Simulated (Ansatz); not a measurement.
Molecule: sum formula AlCl2F, charge 0, multiplicity 1. SMILES: [F][Al]([Cl])[Cl]
Geometry: optimised at B3LYP-D3(BJ)/def2-TZVP (Ansatz, a program for electronic structure).

Property: vertical triplet-singlet gap (E(triplet) - E(singlet); each state is the SCF solution reached for its spin; for the triplet T1 is 0.073), in kcal/mol. Correlated levels leave the core frozen unless marked. Open shells are spin-unrestricted. No spin-orbit coupling. No relativistic terms. CBS marks a two-point X^-3 extrapolation of the correlation energy; Hartree-Fock from the larger set.

| level | program | vertical triplet-singlet gap (kcal/mol) |
|---|---|---|
| r2SCAN/def2-TZVPD | Ansatz | 146.0 |
| B3LYP/def2-TZVPD | Ansatz | 146.7 |

Q: Predict the CCSD(T)/CBS(aug-cc-pV(T+d)Z,aug-cc-pV(Q+d)Z) result (Ansatz).

A: 169.9 kcal/mol, so B3LYP/def2-TZVPD differs from it by -23.2 kcal/mol.
